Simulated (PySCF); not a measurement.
C3H5NOSi, SMILES C1=N[Si@@H](C=C1)O. The structure is a stationary point at PBE0-D3(BJ)/def2-SVP. The structure was generated by enumeration; whether it is a known compound was not checked. One conformer was computed; it need not be the lowest.

Computed with PBE0-D3(BJ)/def2-SVP in PySCF.

Harmonic wavenumbers (cm⁻¹): 141, 175, 291, 407, 453, 505, 644, 709, 735, 741, 798, 862, 888, 934, 956, 977, 1019, 1080, 1306, 1363, 1611, 1708, 2291, 3082, 3186, 3241, 3932. Rotational constants (GHz): 5.883, 2.698, 2.094; symmetry number 1.

Work out the zero-point energy and the ideal-gas rigid-rotor harmonic-oscillator thermochemistry at 298.15 K and 1 atm.

ZPE = ½ Σ hcν = ½ × 34035 cm⁻¹ = 203.58 kJ/mol. H − E(el) = 222.24 kJ/mol. Entropy in J/(mol K): translation 166.08, rotation 111.60, vibration 47.17, total 324.84. G − E(el) = 125.39 kJ/mol. Cp = 103.60 J/(mol K). Modes under 150 cm⁻¹ make the vibrational entropy uncertain.
